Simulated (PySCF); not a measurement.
Identify the unknown among the candidates.

All candidates are C7H6O2.

| technique | computed result |
| --- | --- |
| NMR, other nuclei | isotropic shieldings of nuclei other than C and H, by class: 214 (1 O), 224 (1 O) ppm [GIAO PBE0/pcSseg-1] |
| 13C NMR | chemical shifts (computed TMS as zero) by class: 141.2 (1 C), 135.0 (1 C), 131.9 (1 C), 129.9 (1 C), 101.1 (1 C), 77.9 (1 C), 5.6 (1 C) ppm [GIAO PBE0/pcSseg-1] |
| 1H NMR | chemical shifts (computed TMS as zero) by class: 5.79 (1 H), 5.52 (1 H), 5.40 (1 H), 2.15 (3 H) ppm [GIAO PBE0/pcSseg-1] |
| Rotational structure | rotational constants A, B, C: 5.433, 0.846, 0.735 GHz [GFN2-xTB] |
| Dipole | 0.93 D [PBE0/pcSseg-1] |

Gas-phase values; electronic properties from PySCF, density fitting. Levels stand in brackets. Geometry: GFN2-xTB; no solvent, vibrations or thermal averaging. NMR classes are plain means over equivalent atoms (diastereotopic ones count apart unless rotation or inversion swaps them), as if these changed places fast.

Problem. Which candidate is it?
A. `CC=C=C=C1COC1=O`
B. `C=C=C=C(C=C)C(=O)O`
C. `CC#CC1=COC=CO1`

Solution. C. It is `CC#CC1=COC=CO1`. Numbering: `[CH3:1][C:2]#[C:3][C:4]1=[CH:5][O:6][CH:7]=[CH:8][O:9]1`. Its formula, C7H6O2, gives 5 degrees of unsaturation: 1 ring and 4 π bonds in the structure found. 7 carbons fall into 7 classes; from least to most shielded: vinylic carbon bearing oxygen [C5] (141.2 ppm), vinylic carbon bearing oxygen [C8] (135.0 ppm), vinylic carbon bearing oxygen [C7] (131.9 ppm), vinylic carbon bearing oxygen [C4] (129.9 ppm), alkyne carbon [C2] (101.1 ppm), alkyne carbon [C3] (77.9 ppm), propargylic carbon [C1] (5.6 ppm). Hydrogen classes from least to most shielded: 1 H on a vinylic carbon bearing oxygen, C5 (5.79 ppm), 1 H on a vinylic carbon bearing oxygen, C8 (5.52 ppm), 1 H on a vinylic carbon bearing oxygen, C7 (5.40 ppm), 3 H on a propargylic carbon, C1 (2.15 ppm). The other shieldings belong to: 214 ppm, cyclic ether oxygen [O6]; 224 ppm, cyclic ether oxygen [O9]. By its constants the optimised geometry is an asymmetric top.

The others, at the same levels:
- `C=C=C=C(C=C)C(=O)O` fails: its computed 13C shifts are 196.3 (1 C), 177.9 (1 C), 168.5 (1 C), 139.8 (1 C), 132.1 (1 C), 115.7 (1 C), 111.3 (1 C) ppm, 1H shifts are 7.57 (1 H), 6.57 (1 H), 6.02 (1 H), 6.00 (1 H), 5.97 (2 H) ppm and rotational constant A is 2.603 GHz (against 5.433 GHz).
- `CC=C=C=C1COC1=O` fails: its computed 13C shifts are 175.4 (1 C), 174.3 (1 C), 166.4 (1 C), 129.9 (1 C), 120.2 (1 C), 68.9 (1 C), 24.8 (1 C) ppm, 1H shifts are 6.42 (1 H), 4.72 (2 H), 2.33 (3 H) ppm and rotational constant A is 4.335 GHz (against 5.433 GHz).

Each candidate is one conformer, not necessarily the lowest. The conformers computed, where there is a choice (atom-mapped SMILES and torsion angles):
- `[CH2:1]=[C:2]=[C:3]=[C:4]([CH:5]=[CH2:6])[C:7](=[O:8])[OH:9]`: C3–C4–C5–C6 179°, C3–C4–C7–O8 -178°, H–O9–C7–C4 180°
